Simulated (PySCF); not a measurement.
# `F[C@@]12[C@@](N)(CCC1)C2`, C$_{6}$H$_{10}$FN

Geometry:
```
atom   x (Å)   y (Å)   z (Å)
  N1  -1.759   1.397  -0.286
  C2  -0.731   0.406  -0.274
  C3   0.594   0.811  -0.897
  C4   1.625  -0.194  -0.359
  C5   1.092  -0.685   0.996
  C6  -0.402  -0.530   0.867
  F7  -1.113  -0.509   2.041
  C8  -1.093  -1.054  -0.359
  H9  -2.599   1.048   0.161
 H10  -1.459   2.230   0.211
 H11   0.834   1.825  -0.571
 H12   0.550   0.808  -1.985
 H13   2.611   0.257  -0.261
 H14   1.713  -1.037  -1.045
 H15   1.393  -1.711   1.210
 H16   1.437  -0.048   1.814
 H17  -0.562  -1.713  -1.027
 H18  -2.140  -1.295  -0.246
```

Computed, not measured: TDDFT PBE0/def2-SVPD circular dichroism and optical rotation, one conformer, gas phase in PySCF 2.14.0. Geometry: GFN2-xTB.

The molecule is flexible and this is one conformer; a measurement averages over conformers. States above about 6.4 eV (minus the energy of the highest occupied orbital) lie near or above the ionisation threshold and depend on the basis.

Task: What are the CIP labels of the stereocentres?

Result: C2 R, C6 S.

Task: Which excitations and rotatory strengths does the calculation give?

Result: Rotatory strengths R in 10⁻⁴⁰ esu² cm², velocity form and length form (origin at the centre of mass); f in length form.
| state | E (eV) | λ (nm) | f | R (velocity) | R (length) | main |
| --- | --- | --- | --- | --- | --- | --- |
| 1 | 5.90 | 210 | 0.027 | +9.9 | +9.5 | HOMO→LUMO 0.86, HOMO→LUMO+1 0.12 |
| 2 | 6.47 | 192 | 0.007 | -6.3 | -6.3 | HOMO→LUMO+1 0.84, HOMO→LUMO 0.13 |
| 3 | 6.75 | 184 | 0.009 | +0.6 | +1.1 | HOMO→LUMO+2 0.92 |
| 4 | 6.92 | 179 | 0.008 | +3.2 | +3.9 | HOMO→LUMO+4 0.51, HOMO→LUMO+3 0.40 |
| 5 | 7.09 | 175 | 0.022 | -9.5 | -10.3 | HOMO→LUMO+3 0.56, HOMO→LUMO+4 0.41 |
| 6 | 7.61 | 163 | 0.016 | -6.6 | -6.5 | HOMO→LUMO+5 0.83 |
| 7 | 7.70 | 161 | 0.027 | +5.7 | +6.0 | HOMO→LUMO+6 0.79, HOMO→LUMO+5 0.10 |
| 8 | 7.77 | 159 | 0.030 | -2.1 | -1.2 | HOMO−1→LUMO 0.87 |
| 9 | 7.92 | 157 | 0.016 | +1.3 | +1.6 | HOMO→LUMO+7 0.83 |
| 10 | 8.20 | 151 | 0.021 | -5.8 | -6.1 | HOMO→LUMO+8 0.83 |
| 11 | 8.27 | 150 | 0.004 | +4.4 | +4.3 | HOMO−1→LUMO+1 0.83 |
| 12 | 8.44 | 147 | 0.021 | -30.2 | -31.7 | HOMO→LUMO+9 0.59, HOMO−2→LUMO 0.25 |

Among the states computed, the strongest CD band (largest |R|) is state 12. The largest dissymmetry factor in size, g = 4R/(D+G), with D and G the electric and magnetic dipole strengths, is -0.019 for state 12 (velocity form, f = 0.021), among bands with |R| over 0.5. The mirror image has the same energies and oscillator strengths and all R with the opposite sign.
